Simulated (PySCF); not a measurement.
Cl2FHSn. Atoms are numbered in the order given.

```xyz
5

Sn     0.2982    -0.2948     0.0000
F     -0.8772    -1.8185     0.0000
Cl    -0.2625     0.9392    -1.8840
Cl    -0.2625     0.9392     1.8840
H      1.9091    -0.8274     0.0000
```

Geometry: PBE0-D3(BJ)/def2-SVP. The def2 effective core potentials stand for the cores of Sn; spin–orbit coupling is left out.

The numbers are results of HF/def2-TZVPD (PySCF), not measurements.

The molecule is in vacuum.

Computed frontier levels, gap, dipole moment and polarisability:
```json
{
 "highest_occupied_level": "-12.97 eV",
 "lowest_empty_level": "0.93 eV",
 "orbital_gap": "13.90 eV",
 "dipole_moment": "2.77 D",
 "quadrupole, principal values (traceless, Buckingham form, about the centre of nuclear charge)": "-5.73, -1.21, 6.93 D·Å",
 "mean_static_polarisability": "60.3 bohr³ (8.94 Å³)",
 "polarisability_principal_values": "51.3, 59.8, 69.9 bohr³"
}
```
